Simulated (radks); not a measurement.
Results of a calculation; reference values are marked as such.
Question: Ar, 18 electrons, occupied as [Ar]. Code: a radial shooting solver on a logarithmic mesh with Libxc functionals. Model: Dirac Kohn-Sham, PBE, spin-unpolarised, spherical densities, finite nucleus; Fermi nuclear charge, rms radius 3.4274 fm. Some entries of the table are withheld. Estimate them.

| orbital | occ. | eigenvalue (eV) | <r^2> (bohr^2) |
|---|---|---|---|
| 1s1/2 | 2 | -3119.981 | 0.009888 |
| 2s1/2 | 2 | -296.9453 | (1) |
| 2p1/2 | 2 | -231.3299 | 0.1750 |
| 2p3/2 | 4 | -229.0956 | 0.1771 |
| 3s1/2 | 2 | -24.2850 | 2.304 |
| 3p1/2 | 2 | (2) | 3.317 |
| 3p3/2 | 4 | (3) | 3.361 |

Answer: 
(1) 2s1/2 <r^2> (bohr^2): 0.2034
(2) 3p1/2 eigenvalue (eV): -10.3864
(3) 3p3/2 eigenvalue (eV): -10.2108
